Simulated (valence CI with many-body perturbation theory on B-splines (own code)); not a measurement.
Values are calculated unless marked as measured or tabulated.
Ho⁵¹⁺: magnetic and hyperfine properties of the levels

Method: valence CI with perturbative core correlation (CI+MBPT): six valence electrons over a frozen Dirac-Fock core [Ne], a basis of 9 s, 9 p, 8 d, 6 f, 3 g, 1 h functions for each j, with the one-electron correlation potential Σ1, the two-electron term Σ2, the three-electron term Σ3, Breit, model QED; selected CI, second order for the rest, scaled by the run's own slope (own B-spline code, finite nucleus).

No measured spectrum was set against this ion. As an estimate, large intervals hold to a few tenths of a per cent, small ones and those within an open d or f shell to about a per cent. Among the levels kept, up to 1100 cm⁻¹ of a level comes from second order outside the variational space, and about a tenth of that is noise between levels of different J, which matters for small intervals.

A/g_I is the dipole constant over the nuclear g factor μ/I (μ in nuclear magnetons, uniformly magnetised nucleus), B/Q the quadrupole constant per barn. Both hold the static response of the core; the bare values leave it out. Large factors of s and p1/2 electrons are usually good to 5 to 10 %; those of open d and f shells near neutrality can be off by tens of per cent, and small factors of p3/2, d and f electrons come from cancelling terms and can be off by a factor of two or in sign, in half-filled shells by more. B is blank for J = 1/2, where it vanishes, and for nearly pure S terms. Energies count from the lowest level. Levels with J = 0 are left out.

Levels are named by their leading jj configuration (3d3/2^4 stands for four electrons in 3d with j = 3/2), which in mixed levels can hold well under half, so a name can repeat and another be missing. Letters in brackets count levels of one name in rising energy.

```tsv
Level	E (eV)	g	A/g_I (MHz)	A/g_I bare	B/Q (MHz/b)	B/Q bare
(3s^2 3p1/2^2 3p3/2^2) J=2	0.00	1.337	145000	145000	26700	26300
(3s^2 3p1/2^2 3p3/2 3d3/2) J=2	206.25	1.044	112000	112000	-2240	-2030
(3s^2 3p1/2^2 3p3/2 3d3/2) J=1	213.22	1.125	100000	101000	-122000	-122000
(3s^2 3p1/2^2 3p3/2 3d3/2) J=3	213.99	1.104	108000	109000	289000	287000
(3s^2 3p1/2 3p3/2^3) J=1	214.62	1.492	-99400	-94400	-143000	-141000
(3s^2 3p1/2 3p3/2^3) J=2	223.29	1.142	396000	390000	-314000	-309000
(3s^2 3p1/2^2 3p3/2 3d5/2) J=4	260.33	1.258	71600	72900	304000	302000
(3s^2 3p1/2^2 3p3/2 3d5/2) J=2	264.56	1.252	60600	62400	-183000	-180000
(3s^2 3p1/2^2 3p3/2 3d5/2) J=3	282.61	1.189	66500	67700	10400	12100
(3s^2 3p1/2^2 3p3/2 3d5/2) J=1	292.05	1.044	-57000	-53000	37400	37700
(3s 3p1/2^2 3p3/2^3) J=2	372.88	1.468	845000	830000	-265000	-261000
(3s 3p1/2^2 3p3/2^3) J=1	391.54	1.185	-479000	-464000	-97000	-95700
(3s^2 3p1/2 3p3/2^2 3d3/2) J=2 [a]	412.71	1.026	223000	221000	-162000	-160000
(3s^2 3p1/2 3p3/2^2 3d3/2) J=1 [a]	414.50	0.970	246000	243000	-46500	-46400
(3s^2 3p1/2 3p3/2^2 3d3/2) J=3 [a]	419.74	1.081	219000	218000	-10800	-10100
(3s^2 3p1/2^2 3d3/2^2) J=2	420.94	0.743	76700	78500	3490	3660
(3s^2 3p1/2 3p3/2^2 3d3/2) J=4	427.59	1.048	245000	242000	47500	49000
(3s^2 3p1/2 3p3/2^2 3d3/2) J=2 [b]	438.68	0.829	313000	310000	164000	164000
(3s^2 3p1/2 3p3/2^2 3d3/2) J=3 [b]	451.46	1.207	55200	57400	43200	42900
(3s^2 3p1/2 3p3/2^2 3d3/2) J=2 [c]	456.94	1.254	227000	225000	-2110	-3220
(3s^2 3p1/2 3p3/2^2 3d3/2) J=1 [b]	460.72	1.496	166000	166000	88400	87200
(3s^2 3p1/2 3p3/2^2 3d5/2) J=3 [a]	463.22	1.281	-50100	-46300	37300	38500
(3s^2 3p1/2 3p3/2^2 3d5/2) J=4 [a]	463.60	1.291	-12500	-9400	116000	117000
(3s^2 3p1/2 3p3/2^2 3d3/2) J=1 [c]	472.76	0.930	-158000	-150000	-59100	-57300
(3s^2 3p1/2 3p3/2^2 3d5/2) J=4 [b]	474.56	1.177	202000	200000	5140	6340
(3s^2 3p1/2 3p3/2^2 3d5/2) J=1 [a]	476.42	0.941	459000	452000	21900	21800
(3s^2 3p1/2^2 3d3/2 3d5/2) J=3	477.50	1.080	49400	51500	10600	11300
(3s^2 3p1/2 3p3/2^2 3d5/2) J=5	477.54	1.190	188000	187000	63600	65300
(3s^2 3p1/2^2 3d3/2 3d5/2) J=2	487.28	1.190	51300	53300	-24500	-25300
(3s^2 3p1/2^2 3d3/2 3d5/2) J=1	490.77	1.531	32300	34000	12500	13200
(3s^2 3p1/2^2 3d3/2 3d5/2) J=4	492.01	1.083	57100	59300	54200	57600
(3s^2 3p1/2 3p3/2^2 3d5/2) J=2 [a]	493.43	1.268	-124000	-118000	247000	245000
(3s^2 3p1/2 3p3/2^2 3d5/2) J=3 [b]	499.72	1.118	221000	219000	295000	293000
(3s^2 3p1/2 3p3/2^2 3d5/2) J=2 [b]	502.59	1.095	159000	158000	39300	39700
```
